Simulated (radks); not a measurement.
The numbers below are computed, except where a source is named.
Question: Tc30+, configuration [Ne] 3s2 3p1. Level of theory: scalar-relativistic Kohn-Sham, r2SCAN, spin-polarised, spherical densities, finite nucleus; open shells are filled with parallel spins first (spin-orbit coupling, left out, can overturn this in heavy ions); meta-GGA in the generalised Kohn-Sham scheme; Fermi nuclear charge, rms radius 4.4112 fm (a radial shooting solver on a logarithmic mesh with Libxc functionals). Some entries of the table are withheld. Estimate them.

| orbital | occ. | eigenvalue (Ry) | <1/r> (bohr^-1) |
|---|---|---|---|
| 1s up | 1 | -1654.001 | 44.71 |
| 1s down | 1 | -1653.797 | 44.72 |
| 2s up | 1 | -331.3069 | 10.27 |
| 2s down | 1 | -331.2029 | 10.27 |
| 2p up | 3 | -309.2156 | 9.933 |
| 2p down | 3 | -309.0174 | 9.931 |
| 3s up | 1 | (1) | 4.104 |
| 3s down | 1 | (2) | 4.092 |
| 3p up | 1 | -121.7055 | 3.975 |
| 3p down | 0 | -120.9270 | 3.968 |
| 3d up | 0 | (3) | 3.805 |
| 3d down | 0 | (4) | 3.811 |
| 4s up | 0 | -66.20408 | (5) |
| 4s down | 0 | -65.52897 | (6) |

Answer: 
(1) 3s up eigenvalue (Ry): -128.8905
(2) 3s down eigenvalue (Ry): -128.0928
(3) 3d up eigenvalue (Ry): -112.5632
(4) 3d down eigenvalue (Ry): -111.9514
(5) 4s up <1/r> (bohr^-1): 2.190
(6) 4s down <1/r> (bohr^-1): 2.238
